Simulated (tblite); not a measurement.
Species: C3H12OSi2.
Z-matrix (Å and degrees, GFN2-xTB geometry), rows numbered from 1:
```
C 
Si  1  1.8980
Si  2  2.3147  1  112.73
C   3  1.9132  2  112.21  1   -91.65
C   4  1.5211  3  110.81  2    56.18
O   5  1.4117  4  112.08  3   -56.17
H   1  1.0849  2  110.77  3    63.30
H   1  1.0862  2  111.45  3  -176.61
H   1  1.0867  2  111.10  3   -56.69
H   2  1.4751  1  108.55  3  -127.22
H   2  1.4763  1  107.05  3   120.54
H   3  1.4722  2  113.42  1   149.99
H   3  1.4726  2  114.72  1    28.53
H   4  1.0894  3  111.24  2   177.29
H   4  1.0929  3  110.31  2   -64.58
H   5  1.0927  4  110.11  3    60.79
H   5  1.1008  4  111.03  3  -179.60
H   6  0.9634  5  108.43  4   -62.18
```

Computed values, GFN2-xTB/tblite, gas phase, harmonic and unscaled. Against measured fundamentals such values can be off by several per cent, at times by over 20. Modes of hydrogen on silicon can be 10 to 20 % off. One conformer, not necessarily the lowest.

Harmonic wavenumbers (cm⁻¹): 33.8, 81.2, 104.9, 135.6, 143.6, 159.8, 226.0, 378.0, 398.0, 423.8, 449.5, 480.7, 561.0, 596.7, 641.8, 673.0, 699.9, 753.3, 790.2, 802.2, 823.8, 837.1, 851.0, 959.7, 979.3, 1084.7, 1105.2, 1193.2, 1287.2, 1313.9, 1348.3, 1369.2, 1482.0, 1489.0, 1491.4, 1495.7, 2132.5, 2149.2, 2170.6, 2181.5, 2861.3, 2955.4, 2980.5, 2996.0, 3030.5, 3036.6, 3057.5, 3545.4.

A = 2756, B = 1587, C = 1164 MHz; mass 120.043 u (most abundant isotopes); point group C1, symmetry number 1.

Zero-point energy?

Half the sum of the wavenumbers: 30370 cm⁻¹ = 86.83 kcal/mol.

Give the ideal-gas entropy at 200 K and 1 bar in the rigid-rotor, harmonic-oscillator model (classical rotation).

Translation 38.31, rotation 27.35, vibration 20.56: S = 86.2 cal/(mol K).

And Cp and H(200 K) − H(0)?

Cp = 29.43 cal/(mol K), of which vibrations give 21.48 (their classical limit is 48 R = 95.4); H(200 K) − H(0) = 3.78 kcal/mol without the zero-point energy, 2.20 from vibrations.

Blend soft modes into free rotors: weight 1/[1 + (100 cm⁻¹/ν̃)⁴] for the oscillator and the rest for a rotor with moment μB/(μ + B), μ = h/(8π²ν), B = 10⁻⁴⁴ kg m². What vibrational entropy results?

19.01 cal/(mol K) in place of 20.56, which changes −T·S at 200 K by +0.31 kcal/mol.

How do the functions run with temperature in this model?

| T (K) | S (cal/(mol K)) | Cp (cal/(mol K)) | H − H(0) (kcal/mol) | G − H(0) (kcal/mol) | ln q(vib) |
| --- | --- | --- | --- | --- | --- |
| 50 | 58.4 | 13.8 | 0.52 | -2.40 | 0.67 |
| 100 | 69.8 | 19.4 | 1.36 | -5.62 | 2.02 |
| 298.15 | 99.9 | 39.5 | 7.18 | -22.60 | 7.51 |
| 373.15 | 109.5 | 46.4 | 10.41 | -30.46 | 9.54 |
| 500 | 124.5 | 56.1 | 16.93 | -45.31 | 12.90 |
| 750 | 150.0 | 69.6 | 32.77 | -79.73 | 19.17 |
| 1000 | 171.3 | 78.7 | 51.38 | -119.97 | 24.89 |

q(vib) and H(0) count from the zero-point level.

Hindered rotation and anharmonicity are outside this model. Other conformers, if any are populated, would add a mixing term that is left out. The structure is chiral; the term R ln 2 for an equal mix with its mirror image is left out.
